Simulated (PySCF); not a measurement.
This PySCF input asks for the NMR shieldings of SMILES C#[C][AlH2-][N+]#CCS, C4H6AlNS; the geometry comes from GFN2-xTB.

```python
import basis_set_exchange as bse
import numpy as np
from pyscf import gto, dft
from pyscf.prop import nmr

atoms = """
C     1.860077    1.384119    0.865945
C     1.780063    0.274513    0.378570
Al    1.587234   -1.540697   -0.405462
N    -0.349131   -1.371023   -0.885959
C    -1.208819   -0.683882   -0.554267
C    -2.174836    0.261455   -0.127526
S    -1.407645    1.934986   -0.309850
H     1.981905    2.342338    1.296730
H     2.229022   -1.828969   -1.789044
H     1.398328   -2.722034    0.598086
H    -3.066143    0.255994   -0.756063
H    -2.445597    0.094958    0.917654
H    -0.188846    1.598728    0.169716
"""
names = dict.fromkeys(["C", "Al", "N", "S", "H"], "pcSseg-1")
basis = {el: gto.basis.parse(bse.get_basis(n, elements=[el], fmt="nwchem")) for el, n in names.items()}
mol = gto.M(atom=atoms, basis=basis, charge=0, verbose=0)
mf = dft.RKS(mol, xc="PBE0")
mf.grids.level = 2
mf.grids.alignment = dft.numint.BLKSIZE   # the property module wants whole blocks of grid points
mf.conv_tol = 1e-9
mf.kernel()

calc = nmr.RKS(mf)   # GIAO
C = mf.mo_coeff
Co = C[:, mf.mo_occ > 0]
resp = mf.gen_response(singlet=True, hermi=2)
def vind(x):   # induced exchange potential for any number of trial vectors
    d = np.einsum("pi,xij,qj->xpq", C, 2 * x.reshape(-1, C.shape[1], Co.shape[1]), Co, optimize=True)
    return np.einsum("xpq,pi,qj->xij", resp(d - d.transpose(0, 2, 1)), C, Co, optimize=True).ravel()
mo1, _ = nmr.rhf.solve_mo1(calc, with_cphf=vind)
sigma = calc.kernel(mo1)
for i, s in enumerate(sigma):   # ppm
    w = np.linalg.eigvalsh((s + s.T) / 2)
    print("%2d %-2s iso %8.1f  s11 %8.1f  s22 %8.1f  s33 %8.1f" % (i, mol.atom_pure_symbol(i), w.mean(), *w))
```

Q: Give the expected output.

A: 
```
 0 C  iso     81.2  s11     -7.8  s22      1.4  s33    250.0
 1 C  iso     69.8  s11    -38.2  s22    -19.8  s33    267.3
 2 Al iso    445.0  s11    416.7  s22    428.0  s33    490.2
 3 N  iso     15.9  s11   -135.3  s22    -91.0  s33    273.9
 4 C  iso     52.0  s11    -65.5  s22    -54.2  s33    275.8
 5 C  iso    175.9  s11    165.4  s22    175.1  s33    187.2
 6 S  iso    572.4  s11    354.7  s22    588.6  s33    773.9
 7 H  iso     29.9  s11     24.3  s22     25.9  s33     39.7
 8 H  iso     27.8  s11     25.1  s22     25.6  s33     32.9
 9 H  iso     27.6  s11     24.7  s22     25.8  s33     32.3
10 H  iso     28.7  s11     23.3  s22     25.9  s33     36.7
11 H  iso     27.8  s11     22.3  s22     26.1  s33     35.1
12 H  iso     23.2  s11     11.1  s22     19.5  s33     38.8
```

These numbers come from an equivalent density-fitted implementation of the same equations, which agrees with the script to about 0.01 ppm for H and up to a few tenths of a ppm for heavy atoms, so last digits may differ.

Size and cost of the density-fitted run: 163 basis functions, 30 s wall time on 1 thread of an Arm Neoverse N1, shared host.
